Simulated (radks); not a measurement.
Coulomb parameter of the 4f shell of the praseodymium ion Pr+ in the model configuration [Xe] 4f2 6s1 6p1, as a second difference U = [E(n + 0.25) + E(n - 0.25) - 2 E(n)] / (0.25)^2 with all orbitals relaxed. "Bare": the charge of the atom changes with n. "Screened": the 6p shell takes up the change at fixed total charge, which measures U(4f,4f) + U(6p,6p) - 2 U(4f,6p). Method: scalar-relativistic Kohn-Sham, PBE, spin-unpolarised, spherical densities, finite nucleus; Fermi nuclear charge, rms radius 4.8919 fm; computed with a radial shooting solver on a logarithmic mesh with Libxc functionals.

| case | configuration | E - E(n) (eV) |
|---|---|---|
| start | [Xe] 4f2 6s1 6p1 | 0.000 |
| bare +0.25 | [Xe] 4f2.25 6s1 6p1 | -3.442 |
| bare -0.25 | [Xe] 4f1.75 6s1 6p1 | 4.391 |
| screened +0.25 | [Xe] 4f2.25 6s1 6p0.75 | -1.983 |
| screened -0.25 | [Xe] 4f1.75 6s1 6p1.25 | 2.489 |

U(bare) = 15.182 eV, U(screened by 6p) = 8.094 eV, against the Slater integral F0(4f,4f) = 24.708 eV with frozen orbitals.
